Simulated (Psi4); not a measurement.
methylamine (CH5N), singlet, geometry from GFN2-xTB; B3LYP/STO-3G (Psi4).

Psi4 was given this input:
```
memory 2 GB

molecule {
0 1
  C     0.06015742    0.70059241   -0.00131411
  N     0.03966195   -0.75172453    0.00299697
  H    -0.93451955    1.16943137   -0.01795391
  H    -0.46398692   -1.09295311    0.81518120
  H    -0.43905591   -1.09816464   -0.82195807
  H     0.58603787    1.04291425    0.88931393
  H     0.61294631    1.03728935   -0.87767727
}

set basis sto-3g

energy('b3lyp')
print_variables()
```

What the program printed (banner, timings and long lists left out):

```
   => Loading Basis Set <=

    Name: STO-3G
    Role: ORBITAL
    Keyword: BASIS

         ---------------------------------------------------------
                                   SCF
               by Justin Turney, Rob Parrish, Andy Simmonett
                          and Daniel G. A. Smith
                              RKS Reference
         ---------------------------------------------------------

  ==> Geometry <==

    Molecular point group: c1
    Full point group: C1

    Geometry (in Angstrom), charge = 0, multiplicity = 1:

       Center              X                  Y                   Z               Mass
    ------------   -----------------  -----------------  -----------------  -----------------
         C            0.039743171556     0.734499323217    -0.001732923458    12.000000000000
         N            0.019247701556    -0.717817616783     0.002578156542    14.003074004430
         H           -0.954933798444     1.203338283217    -0.018372723458     1.007825032230
         H           -0.484401168444    -1.059046196783     0.814762386542     1.007825032230
         H           -0.459470158444    -1.064257726783    -0.822376883458     1.007825032230
         H            0.565623621556     1.076821163217     0.888895116542     1.007825032230
         H            0.592532061556     1.071196263217    -0.878096083458     1.007825032230

  Running in c1 symmetry.

  Rotational constants: A =      3.43790  B =      0.77279  C =      0.74068 [cm^-1]
  Rotational constants: A = 103065.65051  B =  23167.70310  C =  22204.91497 [MHz]
  Nuclear repulsion =   42.178413255361818

  Charge       = 0
  Multiplicity = 1
  Electrons    = 18
  Nalpha       = 9
  Nbeta        = 9

  ==> Algorithm <==

  SCF Algorithm Type is DF.
  DIIS enabled.
  MOM disabled.
  Fractional occupation disabled.
  Guess Type is SAD.
  Energy threshold   = 1.00e-06
  Density threshold  = 1.00e-06
  Integral threshold = 1.00e-12

  ==> Primary Basis <==

  Basis Set: STO-3G
    Blend: STO-3G
    Number of shells: 11
    Number of basis functions: 15
    Number of Cartesian functions: 15
    Spherical Harmonics?: true
    Max angular momentum: 1

  ==> DFT Potential <==

   => LibXC <=

    Version 7.1.2
    S. Lehtola, C. Steigemann, M. J. T. Oliveira, and M. A. L. Marques,  SoftwareX 7, 1–5 (2018) (10.1016/j.softx.2017.11.002)

   => Composite Functional: B3LYP <=

    B3LYP Hyb-GGA Exchange-Correlation Functional

    P. J. Stephens, F. J. Devlin, C. F. Chabalowski, and M. J. Frisch,  J. Phys. Chem. 98, 11623 (1994) (10.1021/j100096a001)

    Deriv               =              1
    GGA                 =           TRUE
    Meta                =          FALSE

    Exchange Hybrid     =           TRUE
    MP2 Hybrid          =          FALSE

   => Exchange Functionals <=

    0.0800   Slater exchange
    0.7200         Becke 88

   => Exact (HF) Exchange <=

    0.2000               HF

   => Correlation Functionals <=

    0.1900   Vosko, Wilk & Nusair (VWN5_RPA)
    0.8100   Lee, Yang & Parr

   => LibXC Density Thresholds  <==

    XC_HYB_GGA_XC_B3LYP:  1.00E-15

   => Molecular Quadrature <=

    Radial Scheme          =       TREUTLER
    Pruning Scheme         =           NONE
    Nuclear Scheme         =       TREUTLER

    Blocking Scheme        =         OCTREE
    BS radius alpha        =              1
    Pruning alpha          =              1
    Radial Points          =             75
    Spherical Points       =            302
    Total Points           =         151148
    Total Blocks           =           1200
    Max Points             =            256
    Max Functions          =             15
    Weights Tolerance      =       1.00E-15

   => Loading Basis Set <=

    Name: (STO-3G AUX)
    Role: JKFIT
    Keyword: DF_BASIS_SCF

  ==> Integral Setup <==

  SCF_SUBTYPE=INCORE selected. In-core MEM_DF algorithm will be used.
  Using in-core AOs.

  ==> MemDFJK: Density-Fitted J/K Matrices <==

    J tasked:                   Yes
    K tasked:                   Yes
    wK tasked:                   No
    Algorithm:                 Core
    Schwarz Cutoff:           1E-12
    Mask sparsity (%):       0.0000
    Fitting Condition:        1E-10

   => Auxiliary Basis Set <=

  Basis Set: (STO-3G AUX)
    Blend: DEF2-UNIVERSAL-JKFIT
    Number of shells: 80
    Number of basis functions: 242
    Number of Cartesian functions: 282
    Spherical Harmonics?: true
    Max angular momentum: 4

  Minimum eigenvalue in the overlap matrix is 2.2119237559E-01.
  Reciprocal condition number of the overlap matrix is 9.2861532951E-02.
    Using symmetric orthogonalization.

  ==> Pre-Iterations <==

  SCF Guess: Superposition of Atomic Densities via on-the-fly atomic UHF (no occupation information).

   -------------------------
    Irrep   Nso     Nmo
   -------------------------
     A         15      15
   -------------------------
    Total      15      15
   -------------------------

  ==> Iterations <==

                           Total Energy        Delta E     RMS |[F,P]|

   @DF-RKS iter SAD:   -93.45407857747931   -9.34541e+01   0.00000e+00
   @DF-RKS iter   1:   -94.61539483123815   -1.16132e+00   1.07984e-02 ADIIS/DIIS
   @DF-RKS iter   2:   -94.62174397857225   -6.34915e-03   9.06603e-03 ADIIS/DIIS
   @DF-RKS iter   3:   -94.63252453261845   -1.07806e-02   4.53464e-04 ADIIS/DIIS
   @DF-RKS iter   4:   -94.63255116832050   -2.66357e-05   9.65896e-05 DIIS
   @DF-RKS iter   5:   -94.63255249858101   -1.33026e-06   1.29993e-05 DIIS
   @DF-RKS iter   6:   -94.63255252369346   -2.51125e-08   5.04852e-07 DIIS
  Energy and wave function converged.

  ==> Post-Iterations <==

   Electrons on quadrature grid:
      Ntotal   =   18.0000142359 ; deviation = 1.424e-05

    Orbital Energies [Eh]
    ---------------------

    Doubly Occupied:

       1A    -14.094781     2A    -10.032365     3A     -0.833465
       4A     -0.624741     5A     -0.448297     6A     -0.395207
       7A     -0.359845     8A     -0.332233     9A     -0.129624

    Virtual:

      10A      0.375436    11A      0.411249    12A      0.426319
      13A      0.482653    14A      0.498422    15A      0.512118

    Final Occupation by Irrep:
              A
    DOCC [     9 ]
    NA   [     9 ]
    NB   [     9 ]

  @DF-RKS Final Energy:   -94.63255252369346

   => Energetics <=

    Nuclear Repulsion Energy =             42.1784132553618178
    One-Electron Energy =                -210.8464952791004521
    Two-Electron Energy =                  85.5597805665244664
    DFT Exchange-Correlation Energy =     -11.5242510664792999
    Empirical Dispersion Energy =           0.0000000000000000
    VV10 Nonlocal Energy =                  0.0000000000000000
    Total Energy =                        -94.6325525236934624

Computation Completed

Properties will be evaluated at   0.000000,   0.000000,   0.000000 [a0]

Properties computed using the SCF density matrix

 Multipole Moments:

 ------------------------------------------------------------------------------------
     Multipole            Electronic (a.u.)      Nuclear  (a.u.)        Total (a.u.)
 ------------------------------------------------------------------------------------

 L = 1.  Multiply by 2.5417464519 to convert [e a0] to [Debye]
 Dipole X            :          0.1443234           -0.6943922           -0.5500688
 Dipole Y            :         -1.0200549            1.1533460            0.1332911
 Dipole Z            :          0.0054450           -0.0142460           -0.0088010
 Magnitude           :                                                    0.5660562

 ------------------------------------------------------------------------------------

  Variable Map:
  ----------------------------------------------------------------------------
  "CURRENT ENERGY"              =>     -94.632552523693
  "CURRENT REFERENCE ENERGY"    =>     -94.632552523693
  "DD SOLVATION ENERGY"         =>       0.000000000000
  "DFT FUNCTIONAL TOTAL ENERGY" =>     -94.632552523693
  "DFT TOTAL ENERGY"            =>     -94.632552523693
  "DFT VV10 ENERGY"             =>       0.000000000000
  "DFT XC ENERGY"               =>     -11.524251066479
  "GRID ELECTRONS ALPHA"        =>       9.000007117943
  "GRID ELECTRONS BETA"         =>       9.000007117943
  "GRID ELECTRONS TOTAL"        =>      18.000014235885
  "NUCLEAR REPULSION ENERGY"    =>      42.178413255362
  "ONE-ELECTRON ENERGY"         =>    -210.846495279100
  "PCM POLARIZATION ENERGY"     =>       0.000000000000
  "PE ENERGY"                   =>       0.000000000000
  "SCF ITERATION ENERGY"        =>     -94.632552523693
  "SCF ITERATIONS"              =>       6.000000000000
  "SCF TOTAL ENERGY"            =>     -94.632552523693
  "TWO-ELECTRON ENERGY"         =>      85.559780566524
  "XC GRID RADIAL POINTS"       =>      75.000000000000
  "XC GRID SPHERICAL POINTS"    =>     302.000000000000
  "XC GRID TOTAL POINTS"        =>  151148.000000000000

  Array Variable Map:
  ----------------------------------------------------------------------------
  "CURRENT DIPOLE"              =>      -0.550068776878 ... -0.008800975985 1 by 3
  "SCF DIPOLE"                  =>      -0.550068776878 ... -0.008800975985 1 by 3
  "SCF TOTAL ENERGIES"          =>     -93.454078577479 ... -94.632552523693 1 by 7
```
